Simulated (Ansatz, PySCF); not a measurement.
Caution: the highest occupied level lies above zero, so the state may not be bound. This triplet is an excited state, 0.70 eV above the relaxed singlet at the level frozen-core CCSD(T)/aug-cc-pVTZ // PBE-D3(BJ)/def2-SVPD (Ansatz, a program for electronic structure).

**HBF, SMILES `[BH-]F` (excited triplet) (charge -1, multiplicity 3)**

Calculation: PBE-D3(BJ)/def2-TZVPD // PBE-D3(BJ)/def2-SVPD (PySCF 2.14.0).

```
Property                                         Value
-----------------------------  -----------------------
highest occupied spin orbital                  3.25 eV
total energy                              -125.1511 Ha
cost                           roughly 23 core-seconds
```

Bonded distances (Å): B1–F2 1.437, B1–H3 1.234. Bond angles (°): F2–B1–H3 119.4.
Charge -1, spin multiplicity 3.
